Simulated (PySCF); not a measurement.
SZn, SMILES [S]=[Zn].

Geometry: B3LYP-D3(BJ)/def2-TZVP.

These are TDA-CAM-B3LYP/def2-TZVPD in PySCF 2.14.0 values and carry that method's errors.

Vertical excitations; the highest root listed may be one member of a degenerate set. Isolated molecule, no solvent. State labels are in the subgroup C2v.

```json
[
 {"state": "S1", "symmetry": "B2", "energy (eV)": "0.86", "λ (nm)": "1441", "f": "0.003", "main pairs": "HOMO→LUMO (degenerate set)"},
 {"state": "S2", "symmetry": "B1", "energy (eV)": "0.86", "λ (nm)": "1441", "f": "0.003", "main pairs": "HOMO−1→LUMO (degenerate set)"},
 {"state": "S3", "symmetry": "A1", "energy (eV)": "3.96", "λ (nm)": "313", "f": "0.094", "main pairs": "HOMO−2→LUMO 62 %, HOMO→LUMO+2 16 %, HOMO−1→LUMO+1 16 %"},
 {"state": "S4", "symmetry": "A2", "energy (eV)": "4.55", "λ (nm)": "273", "f": "0.000", "main pairs": "HOMO−1→LUMO+2 45 %, HOMO→LUMO+1 45 %"},
 {"state": "S5", "symmetry": "A1", "energy (eV)": "4.64", "λ (nm)": "267", "f": "0.000", "main pairs": "HOMO−1→LUMO+1, HOMO→LUMO+2 (degenerate set)"},
 {"state": "S6", "symmetry": "A2", "energy (eV)": "4.64", "λ (nm)": "267", "f": "0.000", "main pairs": "HOMO→LUMO+1, HOMO−1→LUMO+2 (degenerate set)"},
 {"state": "S7", "symmetry": "B2", "energy (eV)": "6.24", "λ (nm)": "199", "f": "0.032", "main pairs": "HOMO→LUMO+3 (degenerate set)"},
 {"state": "S8", "symmetry": "B1", "energy (eV)": "6.24", "λ (nm)": "199", "f": "0.032", "main pairs": "HOMO−1→LUMO+3 (degenerate set)"},
 {"state": "S9", "symmetry": "A1", "energy (eV)": "6.60", "λ (nm)": "188", "f": "0.824", "main pairs": "HOMO→LUMO+2 29 %, HOMO−1→LUMO+1 29 %, HOMO−2→LUMO 19 %, HOMO−1→LUMO+7 5 %"},
 {"state": "S10", "symmetry": "A1", "energy (eV)": "7.00", "λ (nm)": "177", "f": "0.000", "main pairs": "HOMO−1→LUMO+4 43 %, HOMO→LUMO+5 43 %"},
 {"state": "T1", "symmetry": "B2", "energy (eV)": "0.35", "λ (nm)": "3574", "f": "0", "main pairs": "HOMO→LUMO (degenerate set)"},
 {"state": "T2", "symmetry": "B1", "energy (eV)": "0.35", "λ (nm)": "3574", "f": "0", "main pairs": "HOMO−1→LUMO (degenerate set)"},
 {"state": "T3", "symmetry": "A1", "energy (eV)": "2.11", "λ (nm)": "587", "f": "0", "main pairs": "HOMO−2→LUMO 97 %"},
 {"state": "T4", "symmetry": "A1", "energy (eV)": "4.20", "λ (nm)": "295", "f": "0", "main pairs": "HOMO→LUMO+2 43 %, HOMO−1→LUMO+1 43 %"}
]
```
Triplets are in the Tamm–Dancoff approximation.
